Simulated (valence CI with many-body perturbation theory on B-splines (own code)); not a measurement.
# Energy levels of Se20+

Computed by configuration interaction combined with many-body perturbation theory (CI+MBPT): four valence electrons over a frozen Dirac-Fock core [Ne], a basis of 11 s, 11 p, 9 d, 7 f, 5 g, 2 h, 1 i functions for each j, with the one-electron correlation potential Σ1 (screened to all orders), the two-electron term Σ2, the three-electron term Σ3, Breit, model QED; selected single and double excitations, second order for the rest (own B-spline code, finite nucleus).

No measured spectrum was set against this ion. As an estimate, levels of excited configurations hold to 0.05 to 0.15 % of their energy, terms of the ground configuration to about 0.5 %.

Levels 46 to 72 of 72, with energies above the lowest level, 3s2 3p2 3P_0. "Leading %" is the weight of the configuration and term that name the level; weights of strongly mixed levels are sums over their largest components and can fall short. In the jj column 3d3/2^4 stands for four electrons in 3d with j = 3/2. Lifetimes count E1, E2, E3, M1 and M2 decay at the calculated energies, and are blank where another channel may lead or the interval is too uncertain; long ones can be off by a factor of two.

| No. | Configuration | Term | J | E (cm⁻¹) | Leading % | Lifetime | Leading jj | g |
| --- | --- | --- | --- | --- | --- | --- | --- | --- |
| 46 | 3s 3p2 3d | 3F | 4 | 1185800 | 62 | 987 ps | 3s 3p3/2^2 3d5/2 (76 %) | 1.304 |
| 47 | 3s 3p2 3d | 5P | 1 | 1187200 | 92 | 10.4 ps | 3s 3p1/2 3p3/2 3d3/2 (53 %) | 2.432 |
| 48 | 3s 3p2 3d | 3P | 2 | 1193300 | 55 | 12.4 ps | 3s 3p1/2 3p3/2 3d5/2 (40 %) | 1.454 |
| 49 | 3p4 | 1S | 0 | 1201700 | 47 | 52.0 ps | 3s 3p3/2^2 3d5/2 (44 %) |  |
| 50 | 3s 3p2 3d | 3P | 1 | 1224700 | 46 | 11.9 ps | 3s 3p1/2 3p3/2 3d5/2 (27 %) | 1.279 |
| 51 | 3s 3p2 3d | 3G | 3 | 1241700 | 80 | 42.7 ps | 3s 3p1/2 3p3/2 3d3/2 (83 %) | 0.801 |
| 52 | 3s 3p2 3d | 3D | 2 | 1248600 | 39 | 18.9 ps | 3s 3p1/2^2 3d3/2 (26 %) | 1.004 |
| 53 | 3s 3p2 3d | 3G | 4 | 1254600 | 89 | 53.9 ps | 3s 3p1/2 3p3/2 3d5/2 (40 %) | 1.065 |
| 54 | 3s 3p2 3d | 3P | 0 | 1259700 | 51 | 12.8 ps | 3s 3p3/2^2 3d3/2 (31 %) |  |
| 55 | 3s 3p2 3d | 3D | 3 | 1263100 | 68 | 17.3 ps | 3s 3p1/2 3p3/2 3d5/2 (57 %) | 1.239 |
| 56 | 3s 3p2 3d | 3D | 1 | 1264500 | 69 | 17.3 ps | 3s 3p3/2^2 3d3/2 (37 %) | 0.775 |
| 57 | 3s 3p2 3d | 3G | 5 | 1271000 | 94 | 74.2 ps | 3s 3p3/2^2 3d5/2 (55 %) | 1.209 |
| 58 | 3s 3p2 3d | 1G | 4 | 1271100 | 67 | 78.3 ps | 3s 3p1/2 3p3/2 3d5/2 (62 %) | 1.046 |
| 59 | 3s 3p2 3d | 1F | 3 | 1279500 | 44 | 17.6 ps | 3s 3p1/2 3p3/2 3d5/2 (51 %) | 1.056 |
| 60 | 3s 3p2 3d | 3D | 2 | 1283200 | 49 | 11.3 ps | 3s 3p3/2^2 3d3/2 (43 %) | 1.000 |
| 61 | 3s 3p2 3d | 3F | 3 | 1301100 | 49 | 11.0 ps | 3s 3p1/2 3p3/2 3d5/2 (38 %) | 1.195 |
| 62 | 3s 3p2 3d | 3D | 1 | 1302000 | 96 | 12.8 ps | 3s 3p1/2 3p3/2 3d3/2 (45 %) | 0.517 |
| 63 | 3s 3p2 3d | 1P | 1 | 1303400 | 49 | 12.2 ps | 3s 3p1/2 3p3/2 3d3/2 (56 %) | 0.826 |
| 64 | 3s 3p2 3d | 3P | 0 | 1311200 | 79 | 12.6 ps | 3s 3p1/2 3p3/2 3d5/2 (46 %) |  |
| 65 | 3s 3p2 3d | 3D | 2 | 1311800 | 68 | 15.0 ps | 3s 3p1/2 3p3/2 3d5/2 (43 %) | 1.082 |
| 66 | 3s 3p2 3d | 3P | 1 | 1320900 | 61 | 13.4 ps | 3s 3p1/2 3p3/2 3d5/2 (61 %) | 1.489 |
| 67 | 3s 3p2 3d | 3F | 4 | 1334000 | 73 | 10.9 ps | 3s 3p3/2^2 3d3/2 (52 %) | 1.211 |
| 68 | 3s 3p2 3d | 3P | 2 | 1334700 | 48 | 12.6 ps | 3s 3p3/2^2 3d5/2 (29 %) | 1.360 |
| 69 | 3s 3p2 3d | 3D | 2 | 1345000 | 36 | 10.2 ps | 3s 3p1/2 3p3/2 3d3/2 (34 %) | 1.017 |
| 70 | 3s 3p2 3d | 3D | 3 | 1345300 | 58 | 19.5 ps | 3s 3p3/2^2 3d5/2 (59 %) | 1.220 |
| 71 | 3s 3p2 3d | 3D | 1 | 1348000 | 39 | 11.0 ps | 3s 3p3/2^2 3d3/2 (41 %) | 1.148 |
| 72 | 3s 3p2 3d | 3F | 3 | 1352100 | 49 | 10.3 ps | 3s 3p1/2 3p3/2 3d5/2 (26 %) | 1.188 |

Names give the largest LS component (configuration and term), which can be under half, so a name can repeat, a term be missing and a line seem to break the LS rules; names also repeat where a configuration has a term twice.

Where two levels of one J and parity lie close, their mixing, g and order are uncertain.
